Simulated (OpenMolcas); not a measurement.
## 4s² 4p along the 31-electron sequence

```json
{
 "Program": "OpenMolcas 26.06",
 "Method": "SS-RASPT2, IPEA 0.25 Eh, imaginary shift 0.1 Eh",
 "Basis": "ANO-RCC-VTZP",
 "Scalar Hamiltonian": "DKH2, point nucleus",
 "Spin-orbit coupling": "state interaction with AMFI integrals over the reference wave functions, term energies averaged over their components"
}
```

Active space for each ion: 3 electrons in 9 orbitals (RAS2 4s 4p; RAS3 4d, at most 2 electrons); closed shells correlated by CASPT2: 3d.

Computed levels in cm-1 above ²P°_1/2:

```tsv
Level	As2+	Se3+	Br4+	Kr5+
²P°_3/2	2640	3920	5520	7330
weight of ²P° in the lowest level (%)	100	100	100	100
```

Measured, with the error of the calculation in %. Measured levels: As2+, Se3+, Br4+ from Moore, Atomic Energy Levels, vol. II, NSRDS-NBS 35 (1971 reprint of NBS Circular 467, 1952); Kr5+ from Saloman, J. Phys. Chem. Ref. Data 36, 215 (2007).

```csv
Level,As2+,Se3+,Br4+,Kr5+
²P°_3/2,2940 (-10.2),4376 (-10.4),6090 (-9.3),8110 (-9.6)
```

The fine-structure level ²P°_3/2 changes by a factor of 2.78 from As2+ to Kr5+. Its fourth root runs 7.17, 7.91, 8.62, 9.25, with steps per unit of Z of 0.74, 0.71, 0.63; equal steps would mean a (Z - σ)^4 law with constant σ.

Active for correlation alone: 4d; no level in the range computed is led by a configuration that fills it, so any true level of that kind is missing. Computed and measured levels are paired by configuration, term and J; levels that our copy of the source lacks, or whose pairing is in doubt (as where it misses far off the trend of its configuration), stay unpaired and out of the deviations. Levels of configurations outside the active space are missing.

° marks odd parity.
